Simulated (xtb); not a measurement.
Input file for xtb: GFN2-xTB on H2SSe2 (SMILES S[Se][SeH]), a point of a torsion scan.

```
$ xtb mol.xyz --gfn 2 --sp --chrg 0 --uhf 0
5

S      2.03519392    -0.29107184    -0.41700788
Se     0.03633912    -1.31102110    -0.47546057
Se     0.61262981    -3.47917728    -0.81609875
H      1.49448152     0.90694522    -0.21911978
H      0.76456113    -3.86787084     0.58460584
```

It printed:

```
[...]
           -------------------------------------------------
          |                Calculation Setup                |
           -------------------------------------------------



           -------------------------------------------------
          |                 G F N 2 - x T B                 |
           -------------------------------------------------

        Reference                      10.1021/acs.jctc.8b01176
      * Hamiltonian:
        H0-scaling (s, p, d)           1.850000    2.230000    2.230000
        zeta-weighting                 0.500000
      * Dispersion:
        s8                             2.700000
        a1                             0.520000
        a2                             5.000000
        s9                             5.000000
      * Repulsion:
        kExp                           1.500000    1.000000
        rExp                           1.000000
      * Coulomb:
        alpha                          2.000000
        third order                    shell-resolved
        anisotropic                    true
        a3                             3.000000
        a5                             4.000000
        cn-shift                       1.200000
        cn-exp                         4.000000
        max-rad                        5.000000


          ...................................................
          :                      SETUP                      :
          :.................................................:
          :  # basis functions                  32          :
          :  # atomic orbitals                  29          :
          :  # shells                           11          :
          :  # electrons                        20          :
          :  max. iterations                   250          :
          :  Hamiltonian                  GFN2-xTB          :
          :  restarted?                      false          :
          :  GBSA solvation                  false          :
          :  PC potential                    false          :
          :  electronic temp.          300.0000000     K    :
          :  accuracy                    1.0000000          :
          :  -> integral cutoff          0.2500000E+02      :
          :  -> integral neglect         0.1000000E-07      :
          :  -> SCF convergence          0.1000000E-05 Eh   :
          :  -> wf. convergence          0.1000000E-03 e    :
          :  Broyden damping             0.4000000          :
          :  net charge                          0          :
          :  unpaired electrons                  0          :
          ...................................................

 iter      E             dE          RMSdq      gap      omega  full diag
   1    -10.6732073 -0.106732E+02  0.951E+00    2.93       0.0  T
   2    -10.6755985 -0.239122E-02  0.448E+00    2.78       1.0  T
   3    -10.6761494 -0.550951E-03  0.687E-01    2.65       1.0  T
   4    -10.6761611 -0.116953E-04  0.255E-01    2.64       1.0  T
   5    -10.6761638 -0.263837E-05  0.795E-02    2.64       1.0  T
   6    -10.6761643 -0.519313E-06  0.426E-02    2.64       1.0  T
   7    -10.6761646 -0.280293E-06  0.184E-02    2.64       2.4  T
   8    -10.6761647 -0.824325E-07  0.674E-03    2.64       6.6  T
   9    -10.6761647 -0.146094E-07  0.385E-03    2.64      11.6  T
  10    -10.6761647 -0.459417E-08  0.161E-03    2.64      27.8  T
  11    -10.6761647 -0.798680E-09  0.415E-04    2.64     107.8  T
  12    -10.6761647 -0.289795E-10  0.169E-04    2.64     264.2  T

   *** convergence criteria satisfied after 12 iterations ***

         #    Occupation            Energy/Eh            Energy/eV
      -------------------------------------------------------------
         1        2.0000           -0.7784219             -21.1819
       ...           ...                  ...                  ...
         4        2.0000           -0.5162155             -14.0469
         5        2.0000           -0.5004569             -13.6181
         6        2.0000           -0.4816465             -13.1063
         7        2.0000           -0.4558457             -12.4042
         8        2.0000           -0.4283964             -11.6573
         9        2.0000           -0.4052367             -11.0271
        10        2.0000           -0.3789468             -10.3117 (HOMO)
        11                         -0.2818159              -7.6686 (LUMO)
        12                         -0.2652022              -7.2165
        13                         -0.2028150              -5.5189
        14                         -0.1694113              -4.6099
        15                         -0.0436996              -1.1891
       ...                                ...                  ...
        29                          1.0738034              29.2197
      -------------------------------------------------------------
                  HL-Gap            0.0971309 Eh            2.6431 eV
             Fermi-level           -0.3303813 Eh           -8.9901 eV

 SCC (total)                   0 d,  0 h,  0 min,  0.005 sec
 SCC setup                      ...        0 min,  0.000 sec (  1.536%)
 Dispersion                     ...        0 min,  0.000 sec (  0.467%)
 classical contributions        ...        0 min,  0.000 sec (  0.228%)
 integral evaluation            ...        0 min,  0.001 sec ( 17.944%)
 iterations                     ...        0 min,  0.003 sec ( 51.407%)
 molecular gradient             ...        0 min,  0.001 sec ( 25.584%)
 printout                       ...        0 min,  0.000 sec (  2.639%)

         :::::::::::::::::::::::::::::::::::::::::::::::::::::
         ::                     SUMMARY                     ::
         :::::::::::::::::::::::::::::::::::::::::::::::::::::
         :: total energy             -10.655491698412 Eh    ::
         :: gradient norm              0.000171129520 Eh/a0 ::
         :: HOMO-LUMO gap              2.643066552389 eV    ::
         ::.................................................::
         :: SCC energy               -10.676164592252 Eh    ::
         :: -> isotropic ES            0.003879109204 Eh    ::
         :: -> anisotropic ES          0.000514677999 Eh    ::
         :: -> anisotropic XC          0.004711244307 Eh    ::
         :: -> dispersion             -0.003928899177 Eh    ::
         :: repulsion energy           0.020672893840 Eh    ::
         :: add. restraining           0.000000000000 Eh    ::
         :: total charge              -0.000000000000 e     ::
         :::::::::::::::::::::::::::::::::::::::::::::::::::::

           -------------------------------------------------
          |                Property Printout                |
           -------------------------------------------------

    * Orbital Energies and Occupations

         #    Occupation            Energy/Eh            Energy/eV
      -------------------------------------------------------------
         1        2.0000           -0.7784219             -21.1819
         2        2.0000           -0.7587164             -20.6457
         3        2.0000           -0.7284203             -19.8213
         4        2.0000           -0.5162155             -14.0469
         5        2.0000           -0.5004569             -13.6181
         6        2.0000           -0.4816465             -13.1063
         7        2.0000           -0.4558457             -12.4042
         8        2.0000           -0.4283964             -11.6573
         9        2.0000           -0.4052367             -11.0271
        10        2.0000           -0.3789468             -10.3117 (HOMO)
        11                         -0.2818159              -7.6686 (LUMO)
        12                         -0.2652022              -7.2165
Note: The following floating-point exceptions are signalling: IEEE_UNDERFLOW_FLAG IEEE_DENORMAL
normal termination of xtb
        13                         -0.2028150              -5.5189
        14                         -0.1694113              -4.6099
        15                         -0.0436996              -1.1891
        16                         -0.0370881              -1.0092
        17                         -0.0357535              -0.9729
        18                         -0.0226768              -0.6171
        19                         -0.0194930              -0.5304
        20                         -0.0022921              -0.0624
        21                          0.0469905               1.2787
       ...                                ...                  ...
        29                          1.0738034              29.2197
      -------------------------------------------------------------
                  HL-Gap            0.0971309 Eh            2.6431 eV
             Fermi-level           -0.3303813 Eh           -8.9901 eV

     #   Z          covCN         q      C6AA      α(0)
     1  16 S        1.890    -0.197   149.416    20.574
     2  34 Se       1.935    -0.040   237.042    26.828
     3  34 Se       1.901    -0.085   238.551    26.913
     4   1 H        0.923     0.181     1.198     1.712
     5   1 H        0.923     0.139     1.465     1.893

 Mol. C6AA /au·bohr⁶  :       2057.404492
 Mol. C8AA /au·bohr⁸  :     125079.858727
 Mol. α(0) /au        :         77.918798


Wiberg/Mayer (AO) data.
largest (>0.10) Wiberg bond orders for each atom

 ---------------------------------------------------------------------------
     #   Z sym  total        # sym  WBO       # sym  WBO       # sym  WBO
 ---------------------------------------------------------------------------
     1  16 S    2.169 --     2 Se   1.175     4 H    0.934
     2  34 Se   2.623 --     3 Se   1.380     1 S    1.175
     3  34 Se   2.386 --     2 Se   1.380     5 H    0.937
     4   1 H    0.967 --     1 S    0.934
     5   1 H    0.981 --     3 Se   0.937
 ---------------------------------------------------------------------------

Topologies differ in total number of bonds
Writing topology from bond orders to xtbtopo.mol

molecular dipole:
                 x           y           z       tot (Debye)
 q only:       -0.144       0.054       0.400
   full:       -0.328       0.189       0.385       1.372
molecular quadrupole (traceless):
                xx          xy          yy          xz          yz          zz
 q only:       -3.224       0.708       4.749       1.140      -3.428      -1.525
  q+dip:       -4.579       0.691       3.202       1.365      -3.857       1.377
   full:       -4.588       0.845       4.481       1.398      -3.716       0.107


           -------------------------------------------------
          | TOTAL ENERGY              -10.655491698412 Eh   |
          | GRADIENT NORM               0.000171129520 Eh/α |
          | HOMO-LUMO GAP               2.643066552389 eV   |
           -------------------------------------------------

------------------------------------------------------------------------
------------------------------------------------------------------------
 total:
 SCF:
```

The run finished.

Cost: roughly 0.03 core-seconds.
